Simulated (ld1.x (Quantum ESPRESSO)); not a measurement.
## oxygen: variants of one ultrasoft potential

Base potential:

```json
{
 "Element": "oxygen",
 "Generator": "ld1.x (Quantum ESPRESSO) 7.5",
 "Type": "ultrasoft",
 "Functional": "PBEsol",
 "Relativity": "scalar-relativistic",
 "Frozen core": "[He]",
 "Valence charge": "6",
 "Reference configuration": "2s2 2p4",
 "Partial waves": "2s (bound): rcut 0.65, rcutus 0.80 bohr; 2s channel at 1.95 Ry: rcut 0.65, rcutus 0.80 bohr; 2p (bound): rcut 0.70, rcutus 0.95 bohr; 2p channel at 0.4 Ry: rcut 0.70, rcutus 0.95 bohr",
 "Local potential": "all-electron potential smoothed inside 0.90 bohr (lloc = -2)",
 "Core correction": "Bessel-smoothed model core inside 0.80 bohr",
 "Augmentation charge": "built from norm-conserving waves at rcut, not smoothed further"
}
```

Cutoffs, loose and tight: the cutoffs (Ry, on a coarse ladder) from which the occupation-weighted sum of valence levels, in a spherical-Bessel basis at the reference potential, stays within 10 and 1 mRy of its value at 400 Ry. They do not see the model core or the augmentation charge, which bear on the density cutoff. Test errors are all-electron minus pseudo excitation energies from the reference, over the configurations 2s2 2p3; 2s2 2p2; 2s2 2p1; 2s2 2p3.5; 2s1 2p4; 2s2 2p4.3; 2s0 2p6. A dash means not determined; rows that change the core or the reference have their own tests.

| change | outcome | cutoff, loose | cutoff, tight | bound ghosts | largest test error (meV) |
| --- | --- | --- | --- | --- | --- |
| base | generated | 80 Ry | 140 Ry | none | +41 |
| non-relativistic | generated | 80 Ry | 120 Ry | none | +43 |
| local potential all-electron potential smoothed inside 0.75 bohr (lloc = -2) | generated | 80 Ry | 120 Ry | none | +42 |
| wave 2s channel at 1.95 Ry: rcut 0.65, rcutus 0.80 bohr becomes 2s channel at -1.43 Ry: rcut 0.65, rcutus 0.80 bohr | generated | 80 Ry | 140 Ry | none | +51 |
| functional PBE | generated | 80 Ry | 120 Ry | none | +72 |
| waves 2p (bound): rcut 0.66, rcutus 0.70 bohr; 2p channel at 0.4 Ry: rcut 0.66, rcutus 0.70 bohr | generated | 140 Ry | 160 Ry | none | +37 |
| local potential all-electron potential smoothed inside 0.84 bohr (lloc = -2) | generated | 80 Ry | 120 Ry | none | +42 |
